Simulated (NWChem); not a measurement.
System: SiN₂H₆; SMILES N[SiH2]N

The following NWChem deck was run.

```
start job
memory heap 200 mb stack 900 mb global 1100 mb
geometry units angstroms noautosym nocenter noautoz
  Si     0.439482    -0.001697     0.073985
  N     -0.654600     1.331386     0.076297
  N     -0.479225    -1.455637    -0.047210
  H      1.409368    -0.109493    -1.067230
  H      1.247880     0.213310     1.320905
  H     -1.294605     1.487053    -0.693872
  H     -0.404501     2.196728     0.539122
  H     -0.078448    -2.282424    -0.472746
  H     -1.187742    -1.688975     0.638642
end
basis spherical
  * library 6-31g*
end
dft
  xc b3lyp
  iterations 150
end
property
  shielding 5 1 2 4 6 7
end
task dft property
```

NWChem printed, in part:

```
             Northwest Computational Chemistry Package (NWChem) 7.3.0
             --------------------------------------------------------

                             Geometry "geometry" -> ""
                             -------------------------

 Output coordinates in angstroms (scale by  1.889725989 to convert to a.u.)

  No.       Tag          Charge          X              Y              Z
 ---- ---------------- ---------- -------------- -------------- --------------
    1 Si                  14.0000     0.43948200    -0.00169700     0.07398500
    2 N                    7.0000    -0.65460000     1.33138600     0.07629700
    3 N                    7.0000    -0.47922500    -1.45563700    -0.04721000
    4 H                    1.0000     1.40936800    -0.10949300    -1.06723000
    5 H                    1.0000     1.24788000     0.21331000     1.32090500
    6 H                    1.0000    -1.29460500     1.48705300    -0.69387200
    7 H                    1.0000    -0.40450100     2.19672800     0.53912200
    8 H                    1.0000    -0.07844800    -2.28242400    -0.47274600
    9 H                    1.0000    -1.18774200    -1.68897500     0.63864200

 Effective nuclear repulsion energy (a.u.)     118.9493435611

                              NWChem Property Module
                              ----------------------

  itol2e modified to match energy
  convergence criterion.

                                 NWChem DFT Module
                                 -----------------

 Summary of "ao basis" -> "ao basis" (spherical)
 ------------------------------------------------------------------------------
       Tag                 Description            Shells   Functions and Types
 ---------------- ------------------------------  ------  ---------------------
 Si                          6-31g*                  8       18   4s3p1d
 N                           6-31g*                  6       14   3s2p1d
 H                           6-31g*                  2        2   2s

  itol2e modified to match energy
  convergence criterion.

[...]

          -----------------------------------------
          Chemical Shielding Tensors (GIAO, in ppm)
          -----------------------------------------

                                NWChem CPHF Module
                                ------------------

  scftype          =     RHF
  nclosed          =       17
  nopen            =        0
  variables        =      697
  # of vectors     =        3
  tolerance        = 0.10D-03
  level shift      = 0.00D+00
  max iterations   =       50
  max subspace     =       30

 SCF residual:    6.2222868054051127E-005

Iterative solution of linear equations
  No. of variables      697
  No. of equations        3
  Maximum subspace       30
        Iterations       50
       Convergence  1.0D-04

   iter   nsub   residual    time
   ----  ------  --------  ---------
     1      3    2.80D-01      33.4
     2      6    1.01D-02      37.2
     3      9    5.99D-04      41.0
     4     12    2.72D-05      44.8

      Atom:    1  Si
        Diamagnetic
    882.6267     -0.2460      0.1372
     -0.2460    886.0299      0.6866
      0.1372      0.6866    879.6031

        Paramagnetic
   -443.8925     -0.3153      2.9409
     -0.3153   -411.6974    -27.1515
      2.9409    -27.1515   -466.0861

        Total Shielding Tensor
    438.7342     -0.5612      3.0781
     -0.5612    474.3325    -26.4649
      3.0781    -26.4649    413.5170

           isotropic =     442.1946
          anisotropy =      63.1476

          Principal Components and Axis System
                 1           2           3
              484.2930    438.8820    403.4087

      1        -0.0353      0.9965     -0.0759
      2         0.9356      0.0596      0.3481
      3        -0.3514      0.0587      0.9344

      Atom:    2  N
        Diamagnetic
    319.2416    -11.2262      7.7127
    -11.2262    328.8865      4.5968
      7.7127      4.5968    312.3178

        Paramagnetic
    -75.1202     11.6237     16.6986
     11.6237    -69.4710     -1.4152
     16.6986     -1.4152    -87.4384

        Total Shielding Tensor
    244.1214      0.3976     24.4113
      0.3976    259.4155      3.1817
     24.4113      3.1817    224.8794

           isotropic =     242.8054
          anisotropy =      29.2952

          Principal Components and Axis System
                 1           2           3
              262.3356    257.9323    208.1484

      1         0.6450     -0.5194     -0.5605
      2         0.6015      0.7975     -0.0470
      3         0.4714     -0.3069      0.8268

      Atom:    3  H
        Diamagnetic
     32.1136     -0.4909     -7.5301
     -0.4909     25.8998      0.9000
     -7.5301      0.9000     32.1511

        Paramagnetic
     -3.5692      0.5796      3.2202
      0.5796     -0.4198     -1.0646
      3.2202     -1.0646     -5.2136

        Total Shielding Tensor
     28.5445      0.0886     -4.3098
      0.0886     25.4800     -0.1646
     -4.3098     -0.1646     26.9375

           isotropic =      26.9873
          anisotropy =       7.7134

          Principal Components and Axis System
                 1           2           3
               32.1296     25.4778     23.3546

      1         0.7688     -0.0411      0.6382
      2         0.0261      0.9991      0.0330
      3        -0.6390     -0.0087      0.7692

      Atom:    4  H
        Diamagnetic
     31.9412     -5.2396     10.8889
     -5.2396     25.9409     -3.0388
     10.8889     -3.0388     31.9718

        Paramagnetic
      1.3464      2.6186     -2.7583
      2.6186      3.7342      1.3777
     -2.7583      1.3777      1.9509

[...]
```

Level: B3LYP/6-31G* (spherical d), GIAO. All runs use the structure optimised with PBE0/def2-SVP. The output numbers the shielded atoms by their place in the input's list. The printed shielding anisotropy is the first printed principal value minus the mean of the other two.
